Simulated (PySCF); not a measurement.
Delta-SCF ions had no search for a lower state. Excitations are Tamm–Dancoff values on a coarser integration grid. The basis has no diffuse functions, so Rydberg states are missing or too high.

**HF2Ga, SMILES `[F][GaH][F]` (charge 0, multiplicity 1)**

Method: PySCF 2.14.0 with PBE0-D3(BJ)/def2-TZVP.

```yaml
HOMO: -10.38 eV
dipole_moment: 2.53 D
LUMO: -1.36 eV
HOMO–LUMO gap: 9.02 eV
S1 excitation (TDA): 7.51 eV
S1 oscillator strength: 0.045
brightest of the four lowest singlets (TDA): 8.34 eV
T1 excitation (TDA): 6.90 eV
S1–T1 gap (TDA): 0.62 eV
vertical ionisation energy (Delta-SCF): 12.96 eV
total_energy: -57820.55 eV
cost: about 30 core-seconds (a rough figure)
```

Bonded distances (Å): F1–Ga2 1.740, Ga2–F3 1.740, Ga2–H4 1.536. Angles (°): F1–Ga2–F3 112.0, F1–Ga2–H4 124.0, F3–Ga2–H4 124.0.
Charge 0, spin multiplicity 1.
